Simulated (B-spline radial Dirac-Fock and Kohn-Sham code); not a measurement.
# Relative photoemission cross sections at 4000 eV: 3s, 3p1/2, 3p3/2, Al to Kr

The computed values come from a radial atomic solver: independent-particle photoionisation in a Dirac-Hartree-Slater potential with a Latter tail, all multipoles, thresholds from Dirac-Fock ΔSCF. Cross sections are relative to C 1s, computed as 0.7121 kb at this energy; β is from the dipole term. Free atoms in their tabulated ground configurations, whose changes along a row show as steps; without correlation, outer binding energies come out low.

```csv
Z,element,σ 3s,σ 3p1/2,σ 3p3/2,β 3p3/2,binding 3p3/2 (eV)
13,Al,0.0883,0.000869,0.00169,0.50,5.48
14,Si,0.137,0.00355,0.00691,0.55,7.09
18,Ar,0.450,0.0704,0.135,0.77,14.69
20,Ca,0.744,0.161,0.309,0.87,33.62
21,Sc,0.896,0.216,0.414,0.91,39.27
22,Ti,1.06,0.284,0.541,0.96,44.95
23,V,1.23,0.363,0.692,1.00,50.75
25,Mn,1.62,0.566,1.07,1.08,62.88
26,Fe,1.83,0.692,1.31,1.12,69.25
27,Co,2.05,0.833,1.57,1.15,75.85
28,Ni,2.28,0.992,1.86,1.18,82.67
30,Zn,2.76,1.37,2.55,1.24,97.05
31,Ga,3.06,1.61,3.00,1.27,114.2
32,Ge,3.37,1.89,3.52,1.30,132.5
36,Kr,4.84,3.33,6.18,1.39,217.0
```
